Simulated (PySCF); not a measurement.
Compound: C₇H₆O.
Structure used (GFN2-xTB), in Å, numbered top down from 1:
```xyz
14
C7H6O angstrom
C      3.339    0.083   -0.860
C      2.272   -0.439   -0.677
C      1.050   -1.096   -0.477
C     -0.070   -0.464   -0.068
C     -0.072    0.930    0.185
C     -0.113    2.110    0.410
O     -1.216   -1.188    0.100
C     -2.360   -0.492    0.528
H      4.265    0.551   -1.015
H      1.020   -2.160   -0.663
H     -0.112    3.142    0.596
H     -3.152   -1.235    0.600
H     -2.648    0.284   -0.188
H     -2.203   -0.027    1.507
```

ESP-fitted charges (e) from the PBE0/pcSseg-1 density (PySCF), one withheld:

```tsv
atom	bonded to	charge
C1	C2 H9	-0.5529
C2	C1 C3	?
C3	C2 C4 H10	-0.5736
C4	C3 C5 O7	+0.4771
C5	C4 C6	-0.0233
C6	C5 H11	-0.3964
O7	C4 C8	-0.3117
C8	O7 H12 H13 H14	-0.1343
H9	C1	+0.3329
H10	C3	+0.2569
H11	C6	+0.3158
H12	C8	+0.1260
H13	C8	+0.1030
H14	C8	+0.1032
```

Problem. What is the charge on C2?

Solution. The charges add up to the total charge, 0. The others sum to -0.2773, which leaves +0.2773 e for C2 (alkyne carbon); the computed value is +0.2774, the difference coming from rounding.

Problem. Add each hydrogen's charge to the atom that carries it.

Solution. C1 -0.2200, C3 -0.3167, C6 -0.0806, C8 +0.1979. Atoms without hydrogen keep their charges.

Problem. Across which bond do the charges differ most?

Solution. C4–C3: +0.4771 on C4 against -0.5736 on C3, a difference of 1.0507 e.

Problem. Take the bonds between elements whose Pauling electronegativities differ by more than 0.25. In how many does the more electronegative atom carry the lower charge?

Solution. In 8 of 8.

Problem. How much positive and how much negative charge does this set hold in all?

Solution. +1.9923 e on 8 atoms and -1.9922 e on 6.

The ESP scheme is a least-squares fit of atom-centred charges to the potential on four shells outside the van der Waals surface, with the total charge fixed. Geometry: GFN2-xTB, one conformer, isolated molecule.
